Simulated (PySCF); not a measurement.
BCl₂, SMILES Cl[B]Cl, multiplicity 2.

Geometry: r2SCAN-D4/def2-TZVP. The isomer is the one that the SMILES or the coordinates give; other isomers of the formula were not compared.

These are TDA-PBE/def2-TZVPD in PySCF values and carry that method's errors.

Vertical excitations. The molecule is in vacuum.

| state | energy (eV) | λ (nm) | f | main pairs |
|---|---|---|---|---|
| root 1 | 2.23 | 557 | 0.006 | α HOMO→LUMO 99 % |
| root 2 | 4.88 | 254 | 0.002 | α HOMO→LUMO+1 99 % |
| root 3 | 5.15 | 241 | 0.000 | α HOMO−2→LUMO 7 %, β HOMO→LUMO 91 % |
| root 4 | 5.22 | 237 | 0.000 | α HOMO−1→LUMO 95 % |
| root 5 | 5.43 | 228 | 0.021 | α HOMO→LUMO+2 99 % |
| root 6 | 5.45 | 227 | 0.017 | α HOMO→LUMO+3 80 %, α HOMO−2→LUMO 18 % |
| root 7 | 5.56 | 223 | 0.000 | β HOMO−1→LUMO 97 % |
| root 8 | 5.60 | 221 | 0.031 | α HOMO−2→LUMO 48 %, α HOMO→LUMO+3 16 %, β HOMO−1→LUMO+1 29 %, β HOMO→LUMO 6 % |
| root 9 | 5.79 | 214 | 0.071 | α HOMO→LUMO+4 99 % |
| root 10 | 5.85 | 212 | 0.028 | α HOMO→LUMO+5 100 % |
Unrestricted roots are not spin-pure.
